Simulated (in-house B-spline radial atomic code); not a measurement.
Radial electron density of S III (S2+), [Ne] 3s2 3p2. Level of theory: Dirac-Kohn-Sham PBE0, spherical fractional occupations, Fermi nucleus of rms radius 3.2611 fm; calculated with a B-spline radial code for spherical atoms.

Caution: exact exchange at fractional occupations of open shells leaves self-interaction of up to several eV.

Columns: r (bohr), 4πr²n(r) (electrons per bohr), bar.

```
 0.00371   0.4289 #
 0.00445   0.6011 #
 0.00533   0.8363 ##
 0.00639    1.159 ###
 0.00766    1.595 ####
 0.00918    2.177 #####
   0.011    2.942 #######
  0.0132    3.939 #########
  0.0158    5.181 ############
   0.019    6.748 ################
  0.0227     8.54 ####################
  0.0272     10.6 #########################
  0.0326     12.8 ###############################
  0.0391    14.97 ####################################
  0.0469    16.82 ########################################
  0.0562    18.05 ###########################################
  0.0674    18.39 ############################################
  0.0808    17.71 ##########################################
  0.0969    16.15 #######################################
   0.116     14.2 ##################################
   0.139    12.57 ##############################
   0.167       12 #############################
     0.2    12.86 ###############################
    0.24    14.84 ###################################
   0.287    16.84 ########################################
   0.344    17.67 ##########################################
   0.413    16.41 #######################################
   0.495    13.18 ################################
   0.593    9.063 ######################
   0.711    5.455 #############
   0.853    3.337 ########
    1.02    2.727 #######
    1.23    2.864 #######
    1.47    2.882 #######
    1.76    2.404 ######
    2.11    1.583 ####
    2.53   0.8069 ##
    3.03   0.3161 #
    3.63  0.09194 
    4.36  0.01846 
    5.22 0.002532 
    6.26 0.0002105
```

On this grid the curve has 3 maxima, near 0.0674, 0.344, 1.47 bohr.

The 3s1/2 radial function P(r) = rR(r), positive near the nucleus, with its small component Q(r) (sign convention: Q ≈ (P' + κP/r)/2c):

| r (bohr) | P | Q |
| --- | --- | --- |
| 0.00125 | 0.01435 | -0.0008453 |
| 0.0018 | 0.02043 | -0.001206 |
| 0.00258 | 0.02885 | -0.001708 |
| 0.00371 | 0.04063 | -0.002415 |
| 0.00533 | 0.0567 | -0.00339 |
| 0.00766 | 0.07823 | -0.004718 |
| 0.011 | 0.106 | -0.006475 |
| 0.0158 | 0.14 | -0.008724 |
| 0.0227 | 0.1781 | -0.01144 |
| 0.0326 | 0.2133 | -0.01441 |
| 0.0469 | 0.2322 | -0.01715 |
| 0.0674 | 0.2119 | -0.01871 |
| 0.0969 | 0.1251 | -0.01786 |
| 0.139 | -0.0416 | -0.0136 |
| 0.2 | -0.26 | -0.006 |
| 0.287 | -0.42 | 0.00256 |
| 0.413 | -0.3644 | 0.008272 |
| 0.593 | -0.007635 | 0.008276 |
| 0.853 | 0.5156 | 0.003648 |
| 1.23 | 0.8642 | -0.001394 |
| 1.76 | 0.7751 | -0.003299 |
| 2.53 | 0.3947 | -0.002112 |
| 3.63 | 0.1044 | -0.0006051 |
| 5.22 | 0.01125 | -6.813e-05 |
